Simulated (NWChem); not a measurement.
System: C3Cl3F; SMILES ClC(=C=C(Cl)Cl)F

All runs: NWChem. Pople sets run with spherical d functions. The geometry was optimised at PBE0/def2-SVP. Level: M06-2X/6-31G* with SMD (1 M gas to 1 M solution), gas-phase geometry.

| solvent | dielectric constant | solvation free energy (kcal/mol) | cavity-dispersion-structure term (kcal/mol) | dipole in solution (D) |
|---|---|---|---|---|
| water | 78.4 | 2.8 | 3.6 | 0.33 |
| ethanol | 24.9 | -2.1 | -1.4 | 0.33 |
| dichloromethane | 8.93 | -3.0 | -2.4 | 0.32 |
| toluene | 2.37 | -3.0 | -2.6 | 0.30 |
| ethyl acetate | 5.99 | -2.4 | -1.8 | 0.32 |
